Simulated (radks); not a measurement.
Results of a calculation; reference values are marked as such.
Valence configurations of Au (all share [Xe]). Level of theory: scalar-relativistic Kohn-Sham, r2SCAN, spin-unpolarised, spherical densities, finite nucleus; meta-GGA in the generalised Kohn-Sham scheme; Fermi nuclear charge, rms radius 5.4371 fm (a radial shooting solver on a logarithmic mesh with Libxc functionals). Energies are relative to 4f14 5d10 6s1; eigenvalues in eV.

| valence | E (eV) | e(4f) | e(5d) | e(6p) | e(6s) |
|---|---|---|---|---|---|
| 4f14 5d10 6s1 | 0.000 | -81.950 | -7.079 | - | -5.720 |
| 4f14 5d9.5 6s1.5 | 0.805 | -83.531 | -8.156 | - | -6.301 |
| 4f14 5d9 6s2 | 1.866 | -85.176 | -9.266 | - | -6.881 |
| 4f14 5d10 6s0.5 6p0.5 | 2.656 | -83.189 | -8.306 | -1.173 | -6.554 |
| 4f14 5d9 6s1.5 6p0.5 | 4.920 | -86.332 | -10.381 | -1.464 | -7.606 |
| 4f14 5d10 6p1 | 5.386 | -84.241 | -9.334 | -1.677 | - |
| 4f14 5d9 6s1 6p1 | 8.018 | -87.363 | -11.368 | -1.966 | -8.225 |
| 4f14 5d9 6p2 | 14.384 | -89.216 | -13.112 | -2.798 | - |
| 4f13 5d10 6s2 | 82.955 | -96.616 | -10.392 | - | -6.888 |
| 4f13 5d10 6s1 6p1 | 89.182 | -98.888 | -12.599 | -1.945 | -8.290 |

NIST lists [Xe] 4f14 5d10 6s1 as the ground configuration; this level of theory agrees among the configurations tried. The energies are those of spherical spin-averaged densities, not of single terms.
